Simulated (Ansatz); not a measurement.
Basis sets compared for 1-butyl-3-methylimidazolium (C8H15N2⁺). The state is a singlet with charge 1. Geometry PBE0-D4/def2-SVP. Ansatz on 4 threads of Arm Neoverse N1 on a shared host; times are rough, and most runs start from earlier orbitals.

Cartesian coordinates in Å:
```
C 3.147 -1.507 -0.609
C 1.653 -1.302 -0.805
C 1.321 0.037 -1.450
C -0.160 0.266 -1.709
N -0.958 0.289 -0.477
C -1.760 -0.722 -0.009
C -2.275 -0.308 1.185
N -1.773 0.948 1.423
C -2.083 1.780 2.577
C -0.979 1.287 0.407
H 3.685 -1.473 -1.569
H 3.358 -2.482 -0.145
H 3.578 -0.729 0.042
H 1.245 -2.115 -1.433
H 1.141 -1.385 0.171
H 1.720 0.866 -0.838
H 1.829 0.121 -2.426
H -0.337 1.215 -2.236
H -0.582 -0.535 -2.333
H -1.903 -1.650 -0.557
H -2.954 -0.805 1.873
H -1.443 2.670 2.564
H -1.893 1.215 3.498
H -3.137 2.089 2.543
H -0.440 2.229 0.312
```

```tsv
level	functions	energy (Eh)	HOMO (eV)	LUMO (eV)	wall time
HF/STO-3G	65	-415.3576	-13.45	1.41	0.7 s
HF/6-31G	120	-420.1979	-14.12	-0.83	2 s
PBE-D4/def2-SVP	215	-422.3342	-10.93	-5.86	5.5 s
PBE0-D4/def2-SVP	215	-422.3901	-12.04	-4.88	8.5 s
```

Task: Estimate the rows for PBE-D4/def2-TZVP, PBE0-D4/def2-TZVP.

Result: 
| level | functions | energy (Eh) | HOMO (eV) | LUMO (eV) | wall time |
| --- | --- | --- | --- | --- | --- |
| PBE-D4/def2-TZVP | 400 | -422.7855 | -10.89 | -5.87 | 10 s |
| PBE0-D4/def2-TZVP | 400 | -422.8344 | -11.96 | -4.89 | 20 s |
